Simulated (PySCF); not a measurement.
ClGeH4Si, GeH7NSi (calculated)

All values are calculated (PySCF 2.14.0). Calculation on a computer-drawn molecule: the log of a Hartree-Fock and frozen-core CCSD(T) single point meant for a local Hartree-Fock minimum, with one planted fault or none, to be diagnosed. Offsets are logged minus clean, where the clean run is the same molecule without the fault. The reference is restricted for singlets and unrestricted otherwise, and also for a bond in bohr or an excited solution. Adding or removing an electron swaps singlet and doublet. The excited solution moves the top pair (singlet) or top alpha electron (doublet) to the lowest empty orbital. Highest occupied and lowest empty are orbital energies over both spins, largest force is the largest gradient component, triples share is (T) over the correlation energy, the T1 limit is 0.02 restricted and 0.045 unrestricted, electrons count all cores, a negative frequency is imaginary (commonest isotopes), and the dipole is about the centre of nuclear charge; on germanium a core potential holds 10 electrons, which the energies leave out, and 3d is frozen in MP2 and coupled-cluster steps.

Common to all runs: meant charge 0; meant basis cc-pV(D+d)Z; meant basis and core potential on germanium cc-pVDZ-PP ECP10MDF; logged SCF converged yes; logged CC converged yes; logged SCF stable within its kind yes; possible faults no fault, one electron removed, one electron added, multiplicity raised by two, geometry at a saddle point, SCF held on an excited solution, minimal basis STO-3G, one bond length entered in bohr, all coordinates scaled.

(1) ClGeH4Si

Logged structure:
```xyz
7
ClGeH4Si
Si     0.6111     0.8642    -0.9694
Ge     2.8429    -0.4699    -0.6047
Cl     2.3334    -2.4083     0.6964
H      0.9555     2.1687    -1.8487
H      0.0570     1.3027     0.4739
H     -0.4767    -0.0428    -1.7332
H      3.5800    -1.0560    -1.9854
```

* meant multiplicity: 2
* logged electrons: 67
* logged basis functions: 89
* logged spin squared: 0.7624
* logged highest occupied: -9.2451 eV
* logged lowest empty: -0.25586 eV
* logged largest force: 0.035305 hartree/bohr
* logged T1 diagnostic: 0.016145
* logged D1 diagnostic: 0.054698
* logged triples share: 0.02765
* logged dipole magnitude: 3.8824 debye
* logged energy HF: -1044.13015 hartree
* logged energy CCSD(T): -1044.513 hartree
* planted fault: all coordinates scaled, by +8.8 %
* HF energy offset from clean run: 21.87 kcal/mol
* CCSD(T) energy offset from clean run: 18.24 kcal/mol

Drawn bonds:
| atom | other atom | order |
| --- | --- | --- |
| 1 | 2 | 1 |
| 2 | 3 | 1 |
| 1 | 4 | 1 |
| 1 | 5 | 1 |
| 1 | 6 | 1 |
| 2 | 7 | 1 |

(2) GeH7NSi

Logged structure:
```xyz
10
GeH7NSi
Si    -0.1309    -0.7098    -1.1779
N     -0.6521    -1.5500     0.2352
Ge     0.3294    -2.2940     1.6088
H     -1.0289     0.4355    -1.4636
H     -0.1096    -1.5563    -2.3984
H      1.2437    -0.2171    -0.9367
H     -1.6265    -1.7986     0.2588
H      0.5476    -3.7972     1.3919
H     -0.4387    -2.0899     2.9179
H      1.6775    -1.5774     1.6514
```

* meant multiplicity: 1
* logged electrons: 60
* logged basis functions: 95
* logged spin squared: 0
* logged highest occupied: -10.41 eV
* logged lowest empty: 3.5672 eV
* logged largest force: 1.365e-06 hartree/bohr
* logged lowest frequency: 38.901 cm⁻¹
* logged T1 diagnostic: 0.010807
* logged D1 diagnostic: 0.028069
* logged triples share: 0.023581
* logged dipole magnitude: 1.0577 debye
* logged energy HF: -640.85789 hartree
* logged energy CCSD(T): -641.29825 hartree
* planted fault: no fault
* HF energy offset from clean run: 0 kcal/mol
* CCSD(T) energy offset from clean run: 0 kcal/mol

Drawn bonds:
| atom | other atom | order |
| --- | --- | --- |
| 1 | 2 | 1 |
| 2 | 3 | 1 |
| 1 | 4 | 1 |
| 1 | 5 | 1 |
| 1 | 6 | 1 |
| 2 | 7 | 1 |
| 3 | 8 | 1 |
| 3 | 9 | 1 |
| 3 | 10 | 1 |

(3) GeH7NSi

Logged structure:
```xyz
10
GeH7NSi
Si    -0.1271    -0.6892    -1.1437
N     -0.6331    -1.5051     0.2284
Ge     0.3198    -2.2274     1.5621
H     -0.9990     0.4229    -1.4211
H     -0.1064    -1.5112    -2.3288
H      1.2077    -0.2108    -0.9096
H     -1.5793    -1.7464     0.2513
H      0.5317    -3.6871     1.3516
H     -0.4260    -2.0293     2.8332
H      1.6288    -1.5316     1.6035
```

- meant multiplicity: 1
- logged electrons: 60
- logged basis functions: 95
- logged spin squared: 0
- logged highest occupied: -10.511 eV
- logged lowest empty: 3.6905 eV
- logged largest force: 0.029639 hartree/bohr
- logged T1 diagnostic: 0.010215
- logged D1 diagnostic: 0.025629
- logged triples share: 0.022458
- logged dipole magnitude: 1.1019 debye
- logged energy HF: -640.84961 hartree
- logged energy CCSD(T): -641.28628 hartree
- planted fault: ?

Drawn bonds:
| atom | other atom | order |
| --- | --- | --- |
| 1 | 2 | 1 |
| 2 | 3 | 1 |
| 1 | 4 | 1 |
| 1 | 5 | 1 |
| 1 | 6 | 1 |
| 2 | 7 | 1 |
| 3 | 8 | 1 |
| 3 | 9 | 1 |
| 3 | 10 | 1 |

## Withheld values
1. Which fault was planted in the run of GeH7NSi (entry 3)?

## Answers
1. all coordinates scaled, by -2.9 %

Further results for GeH7NSi (entry 3):

- HF energy offset from clean run: 5.195 kcal/mol
- CCSD(T) energy offset from clean run: 7.512 kcal/mol
